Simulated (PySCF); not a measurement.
Ti(F)4 anion (F₄Ti), SMILES [F][Ti]([F])([F])[F] (connectivity only; charge and spin as stated), charge -1, multiplicity 2. Atoms are numbered in the order given.

```xyz
5

Ti     0.0000     0.0000     0.0000
F      1.1637     1.1637    -0.8795
F      1.1637    -1.1637     0.8795
F     -1.1637    -1.1637    -0.8795
F     -1.1637     1.1637     0.8795
```
Charge -1, spin multiplicity 2.

Geometry: B3LYP-D3(BJ)/def2-SVPD. The multiplicity is an assumed one; other spin states were not compared. The isomer is the one that the SMILES or the coordinates give; other isomers of the formula were not compared.

Computed with PBE/def2-SVPD in PySCF.

Mulliken values depend strongly on the basis, most of all with diffuse functions as here. ESP charges are fitted to the potential on shells at 1.4 to 2.0 van der Waals radii. Atomic charges (e):

```json
[
 {"atom": "Ti1", "Mulliken": "1.72", "ESP fit": "___", "Mulliken spin": "1.02"},
 {"atom": "F2", "Mulliken": "-0.68", "ESP fit": "___", "Mulliken spin": "0.00"},
 {"atom": "F3", "Mulliken": "-0.68", "ESP fit": "___", "Mulliken spin": "0.00"},
 {"atom": "F4", "Mulliken": "-0.68", "ESP fit": "___", "Mulliken spin": "0.00"},
 {"atom": "F5", "Mulliken": "-0.68", "ESP fit": "___", "Mulliken spin": "0.00"}
]
```

Q: Complete the blanks. (Estimate from the structure and the level; the computed values follow.)

A: 
- Ti1, ESP fit: 1.06
- F2, ESP fit: -0.51
- F3, ESP fit: -0.51
- F4, ESP fit: -0.51
- F5, ESP fit: -0.51
